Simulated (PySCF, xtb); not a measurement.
Ga(CF3)(H)2 (CH₂F₃Ga), SMILES F[C](F)(F)[GaH2].

GFN2-xTB run with xtb at its own geometry gives an orbital gap of 5.04 eV and a dipole moment of 2.84 D.

Coordinates come from a PBE0-D3(BJ)/def2-SVP optimisation. The structure was generated by enumeration; whether it is a known compound was not checked.

Q: What does B3LYP/def2-TZVP run with PySCF give? (An estimate is asked for; the answer gives what the named calculation found.)

A: gap 5.86 eV (levels -8.43 and -2.57 eV), dipole 2.15 D.
